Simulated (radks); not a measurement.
Task: Dipole-allowed excitations along the series with 48 electrons in [Kr] 4d10 5s2. All-electron calculation, scalar-relativistic Kohn-Sham, LB94 model potential, spin-unpolarised, spherical densities, finite nucleus; Fermi nuclear charge, rms radius of each element as measured or else 0.836 A^(1/3) + 0.57 fm. Program: a radial shooting solver on a logarithmic mesh with Libxc functionals. Time-dependent linear response with the Hartree and adiabatic LDA kernel, continuum included through the Sternheimer equations, no spin-orbit coupling, so fine structure and intercombination lines are absent. Lines are the poles of the dipole polarisability below minus the highest occupied eigenvalue, found on a grid refined at the orbital gaps; the lowest seven at most are given, and weak or close lines can be missed. The first line takes the name of the lowest orbital gap if no other gap lies below it; otherwise a line is named after a gap within 0.6 % of it, if that gap stands alone.

species  -e(HOMO) (eV)  lowest orbital gap (eV)  first line (eV)     f  strongest line (eV)  its f  static alpha (bohr^3)
Ce10+           180.37             5s-5p 23.083   26.881 (5s-5p)  1.52  135.86 (unassigned)   7.56                  2.046
Pr11+           204.69             5s-5p 25.017   29.026 (5s-5p)  1.52  144.85 (unassigned)   7.85                  1.749

Estimate the first line of La9+, its oscillator strength and the static polarisability.

Result: 24.783 eV (5s-5p), f = 1.53, alpha = 2.415 bohr^3.
